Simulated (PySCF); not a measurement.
## Molecular orbitals of CdF⁻

LC-ωPBE at R = 2.201 Å; PySCF, scalar-relativistic core potentials, basis sets Cd def2-SVPD with ECP28, F def2-SVPD. State: ¹Σ⁺ (singlet), closed shell. Only the outer orbitals are listed, counted within each symmetry, core potentials removing the inner ones.

```json
{"orbital": "6σ", "occ.": "2", "ε (eV)": "-6.56", "on Cd (%)": "20", "main shells (%)": "80 F p, 13 Cd s"}
{"orbital": "3π", "occ.": "2", "ε (eV)": "-5.90", "on Cd (%)": "2", "main shells (%)": "98 F p"}
{"orbital": "3π", "occ.": "2", "ε (eV)": "-5.90", "on Cd (%)": "2", "main shells (%)": "98 F p"}
{"orbital": "7σ", "occ.": "2", "ε (eV)": "-2.34", "on Cd (%)": "96", "main shells (%)": "88 Cd s"}
{"orbital": "4π", "occ.": "0", "ε (eV)": "5.63", "on Cd (%)": "106", "main shells (%)": "106 Cd p"}
{"orbital": "4π", "occ.": "0", "ε (eV)": "5.63", "on Cd (%)": "106", "main shells (%)": "106 Cd p"}
```

Question: Which are the highest filled and the lowest empty level, where do they sit, and how wide is the gap?

Answer: Highest filled 7σ at -2.34 eV (in %: 88 Cd s); lowest empty 4π at 5.63 eV (in %: 106 Cd p); the gap at LC-ωPBE is 7.97 eV. An empty level above zero is unbound, and its energy depends on the basis.

The bond order (Mayer) is 0.03 and the ⟨S²⟩ is 0.000. The charge on Cd (Mulliken, basis-dependent) is -0.24. The charge on Cd (Löwdin, basis-dependent) is -0.08 and the dipole moment (positive dipole points towards F; it is taken about the centre of mass and depends on that origin) is -2.60 D.

Shares are Mulliken populations and can fall outside 0 to 100 %.
